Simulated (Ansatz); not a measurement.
Input (CCSDT(Q)/def2-TZVPP; Ansatz, a quantum-chemistry and plane-wave program):

Ansatz 0.2 input:
```yaml
crystal:
  periodic: [false, false, false]
  atoms:
    - {symbol: Pb, position_ang: [-0.00299730, -0.01351569, 1.01492279]}
    - {symbol: I, position_ang: [1.12026332, -1.87604752, -0.80694989]}
    - {symbol: I, position_ang: [-1.11562599, 1.89695858, -0.76330802]}
basis:
  gaussian:
    orbitals: def2-TZVPP
magnetization: {spin_polarized: false}
correlation: {method: ccsdt_q, electrons: outside_noble_gas}
```

Output:

```
Functional definition: HF
integrals: 0.61 GiB planned
2335 factors; integrals over basis functions are off by at most 2.2e-6 eV
mean field: 1.31 GiB planned
mean field evaluation 1: about -21367.4738 eV, gradient 1.6e1 eV
mean field evaluation 2: about -21367.4790 eV, gradient 1.6e1 eV
mean field evaluation 4: about -21368.7035 eV, gradient 2.0e0 eV
mean field evaluation 8: about -21368.7296 eV, gradient 4.2e-1 eV
mean field evaluation 16: about -21368.2993 eV, gradient 1.4e1 eV
mean field -21368.73104408 eV, -785.2863816239 hartree, gradient 2.8e-6 eV, S^2 0.000000; 0 other end points of the search recorded, 0 dependent functions left out
27 core orbitals not correlated
reference -21368.73104408 eV, -785.2863816239 hartree; 9, 9 occupied and 114, 114 virtual orbitals, 2335 factors
second order -9.23725471 eV of doubles, -0.00000000 eV of singles
coupled cluster: 9.59 GiB planned
cycle   1  -9.80141752 eV  change   -5.6e-1 eV  update   1.1e-1
cycle   2  -10.29093677 eV  change   -4.9e-1 eV  update   5.8e-2
cycle   3  -10.67238883 eV  change   -3.8e-1 eV  update   3.1e-2
cycle   4  -10.60920763 eV  change    6.3e-2 eV  update   1.2e-2
cycle   5  -10.58868333 eV  change    2.1e-2 eV  update   7.7e-3
cycle   6  -10.59709816 eV  change   -8.4e-3 eV  update   3.1e-3
cycle   7  -10.60009959 eV  change   -3.0e-3 eV  update   1.4e-3
cycle   8  -10.59877485 eV  change    1.3e-3 eV  update   5.3e-4
cycle   9  -10.59880099 eV  change   -2.6e-5 eV  update   2.4e-4
cycle  10  -10.59912840 eV  change   -3.3e-4 eV  update   9.2e-5
cycle  11  -10.59883048 eV  change    3.0e-4 eV  update   3.8e-5
cycle  12  -10.59885060 eV  change   -2.0e-5 eV  update   1.4e-5
cycle  13  -10.59884620 eV  change    4.4e-6 eV  update   6.6e-6
cycle  14  -10.59885102 eV  change   -4.8e-6 eV  update   2.7e-6
cycle  15  -10.59885269 eV  change   -1.7e-6 eV  update   1.3e-6
perturbative correction -0.02684398 eV, -0.0009864979 hartree
Total energy: -21379.35674075 eV, -785.6768687742 hartree
```
